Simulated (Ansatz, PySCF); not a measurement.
Reaction (SMILES): FCF → F[CH]F + H atom (the C-H bond at the site shown breaks; other sites are not compared here)
Geometries: B3LYP-D3(BJ)/def2-TZVP minima from Ansatz (a quantum-chemistry and plane-wave program).

Property: bond dissociation energy (electronic energy difference), in eV. Correlated levels leave the core frozen unless marked. UHF or UKS for open shells. Spin-orbit coupling is left out. No relativistic terms. CBS(X,Y): correlation extrapolated as X^-3; Hartree-Fock from the larger set. The bracket is a focal-point correction in the basis named.

```tsv
level	program	bond dissociation energy (eV)
BLYP/def2-TZVPD	Ansatz	___
B3LYP-D4/def2-TZVPD	Ansatz + dftd4	4.59
TPSSh/def2-TZVPD	PySCF	4.58
r2SCAN0-D4/def2-TZVPD	Ansatz + dftd4	___
PW6B95-D3(BJ)/def2-TZVPD	PySCF + dftd3	4.60
HSE06-D4/def2-TZVPD	Ansatz + dftd4	___
CAM-B3LYP-D4/def2-TZVPD	Ansatz + dftd4	4.60
B2GP-PLYP/def2-TZVPD	Ansatz	4.59
PBE-QIDH/def2-TZVPD	Ansatz	___
RPA@PBE/cc-pVQZ	Ansatz	4.64
CCSD/6-31G	Ansatz	4.29
RI-MP2/CBS(aug-cc-pVTZ,aug-cc-pVQZ)+[CCSD(T)-MP2]/aug-cc-pVTZ	Ansatz	4.75
```

Q: Complete the blanks.

A: 
- BLYP/def2-TZVPD, bond dissociation energy (eV): 4.48
- r2SCAN0-D4/def2-TZVPD, bond dissociation energy (eV): 4.45
- HSE06-D4/def2-TZVPD, bond dissociation energy (eV): 4.50
- PBE-QIDH/def2-TZVPD, bond dissociation energy (eV): 4.55
